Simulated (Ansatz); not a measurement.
Geometry optimisation, RKS PBE0-D4/STO-3G in Ansatz.

Input file:

```yaml
crystal:
  periodic: [false, false, false]
  atoms:
    - { symbol: Al, position_ang: [-1.0281, -0.0471, -0.9688] }
    - { symbol: F, position_ang: [0.9471, 0.6702, -1.1648] }
    - { symbol: H, position_ang: [-1.2352, -1.2802, -1.8454] }
    - { symbol: H, position_ang: [-2.0118, 1.1173, -0.8939] }
    - { symbol: H, position_ang: [0.8405, -0.0867, 1.2079] }
    - { symbol: O, position_ang: [-0.3315, -0.5464, 1.0325] }
    - { symbol: H, position_ang: [1.608, 0.6703, -0.1656] }
    - { symbol: F, position_ang: [1.8889, 0.4546, 0.9777] }
    - { symbol: H, position_ang: [-0.678, -0.952, 1.8205] }
basis:
  gaussian: { orbitals: STO-3G }
hamiltonian:
  xc: pbe0
  dispersion: d4
relax:
  f_tol: 0.15
  max_steps: 25
  restrain:
    - { distance: [0, 5], at: 1.87, k: 30.0 }
    - { distance: [4, 7], at: 0.88, k: 30.0 }
    - { distance: [6, 1], at: 0.88, k: 30.0 }
    - { distance: [0, 1], at: 3.08, k: 30.0 }
    - { distance: [4, 5], at: 2.27, k: 30.0 }
    - { distance: [6, 7], at: 2.18, k: 30.0 }
```

Launched with:

```bash
$ ansatz run input.yaml --threads 1 --pin off --max-ram 2048MiB --backend cpu --events-out ev --progress --plain --runs-dir out
```

**Question.** Where does it end, and by what steps?

**Answer.** The forces met the threshold. The restraints hold the end off the free minimum. Limits of this set-up: minimal basis. After 18 steps the energy has risen by 2.067 eV (the restraints' own energy left out); H9 moved furthest, 1.24 Å. Parted: Al1–F2. Joined: H5–F8.

| step | energy less start (eV) | largest force component (eV/Å) | accepted |
| --- | --- | --- | --- |
| 0 | 0.0000 | 5.945 | yes |
| 1 | 1.3605 | 4.142 | yes |
| 2 | 3.1472 | 8.739 | yes |
| 3 | 2.9874 | 3.986 | yes |
| 4 | 2.8862 | 2.844 | yes |
| 5 | 2.5263 | 2.134 | yes |
| 6 | 2.4492 | 2.813 | yes |
| 7 | 2.2229 | 1.908 | yes |
| 8 | 2.1273 | 2.064 | yes |
| 9 | 2.1111 | 2.010 | yes |
| 10 | 2.1025 | 1.960 | yes |
| 11 | 2.0750 | 2.180 | no |
| 12 | 2.0899 | 2.022 | yes |
| 13 | 2.0844 | 2.003 | yes |
| 14 | 2.0704 | 2.136 | yes |
| 15 | 2.0614 | 2.165 | no |
| 16 | 2.0414 | 2.065 | no |
| 17 | 2.0587 | 2.070 | yes |
| 18 | 2.0671 | 2.341 | yes |

```xyz
9
Properties=species:S:1:pos:R:3
Al -1.414 -0.429 -0.717
F 1.080 1.296 -1.159
H -0.951 -1.419 -1.735
H -2.479 0.609 -0.898
H 1.510 -0.525 1.432
O -0.681 -0.604 0.908
H 1.729 0.991 -0.535
F 2.323 -0.063 1.258
H -1.116 0.144 1.445
```

The run took 26 s on 1 thread of Arm Neoverse V2, with other jobs on the host, peak memory 0.19 GiB.
